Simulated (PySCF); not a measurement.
PySCF input for C3H7BO2, SMILES C=CB(OC)O, IEF-PCM-M06-2X/def2-SVP. Geometry: PBE0-D3(BJ)/def2-SVP. The values are those of a single conformer.

```python
import numpy as np
from pyscf import gto, scf, dft
from pyscf.solvent import pcm

mol = gto.M(
    atom='''
    B    -0.01035964    0.27892847    0.63450386
    C     0.81359555    1.02660337   -0.47085781
    C     0.63557601    0.95908759   -1.79654352
    H     1.56804557    1.73423653   -0.10281345
    H     1.22074995    1.57061590   -2.49203477
    H    -0.11689743    0.31069921   -2.25674005
    O    -0.12724418    0.90501936    1.83824649
    H    -0.64512843    0.36951426    2.45045312
    O    -0.61183589   -0.94058614    0.52212928
    C    -0.53277522   -1.80609268   -0.57345017
    H    -0.67029804   -2.83729603   -0.21473709
    H    -1.33004852   -1.59522290   -1.30678674
    H     0.43963780   -1.74024462   -1.08775746
    ''',
    basis='def2-SVP',
    charge=0,
    spin=0,
    max_memory=1600,
    verbose=3,
)
mf = dft.RKS(mol, xc='m06-2x').density_fit(auxbasis='def2-universal-jkfit')
mf.grids.level = 4
mf.conv_tol = 1e-9
mf.max_cycle = 100
mf.kernel()
res = {}
for name, eps in {'water': 78.355, 'chloroform': 4.7113, 'ethylethanoate': 5.9867}.items():
    s = mf.PCM()
    s.with_solvent.method, s.with_solvent.eps, s.with_solvent.lebedev_order = 'IEF-PCM', eps, 29
    s.kernel(mf.make_rdm1())
    res[name] = (s.e_tot, eps, s.dip_moment(), s.mo_energy, s.converged)
    print(f'{name}: electrostatic solvation free energy {(s.e_tot - mf.e_tot) * 627.509474:.3f} kcal/mol')
```

Output:

```
converged SCF energy = -293.559046742935

WARN: PCM is an experimental feature. It is still in testing.
Features and APIs may be changed in the future.

converged SCF energy = -293.566994247929
Dipole moment(X, Y, Z, Debye): -0.43882, -1.80152, -1.32737
water: electrostatic solvation free energy -4.987 kcal/mol

WARN: PCM is an experimental feature. It is still in testing.
Features and APIs may be changed in the future.

converged SCF energy = -293.564640966925
Dipole moment(X, Y, Z, Debye): -0.40113, -1.70541, -1.20268
chloroform: electrostatic solvation free energy -3.510 kcal/mol

WARN: PCM is an experimental feature. It is still in testing.
Features and APIs may be changed in the future.

converged SCF energy = -293.565122935952
Dipole moment(X, Y, Z, Debye): -0.40827, -1.72477, -1.22702
ethylethanoate: electrostatic solvation free energy -3.813 kcal/mol
```

The run converged.
